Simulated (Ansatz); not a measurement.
Species: ZnCl (charge 0, doublet). The spin state was set by rule; other spins were not relaxed. 
Geometry from a B3LYP-D3(BJ)/def2-TZVP (Ansatz, a first-principles code) optimisation:
```xyz
2

Zn     0.0000     0.0000    -0.7909
Cl     0.0000     0.0000     1.3957
```
Charge 0, spin multiplicity 2.

Computed values are from Ansatz. Correlated levels leave the core frozen unless marked. Open shells are spin-unrestricted. Spin-orbit coupling is left out. Frozen are the shells of the preceding noble gas and the d and f shells that filled before the atom's block. Non-relativistic. CBS marks a two-point X^-3 extrapolation of the correlation energy; Hartree-Fock from the larger set.

Task: What is the total energy at CCSD(T)/CBS(def2-TZVPPD,def2-QZVPPD)?

Result: -2238.1635 Eh.

Task: What is the dipole moment at CCSD(T)/def2-SVPD?

Result: 3.14 D.

Task: What is the atomisation energy De at CCSD(T)/CBS(def2-TZVPPD,def2-QZVPPD)?

Result: 52.6 kcal/mol.

Task: What is the T1 diagnostic at CCSD/def2-QZVPPD?

Result: 0.018.
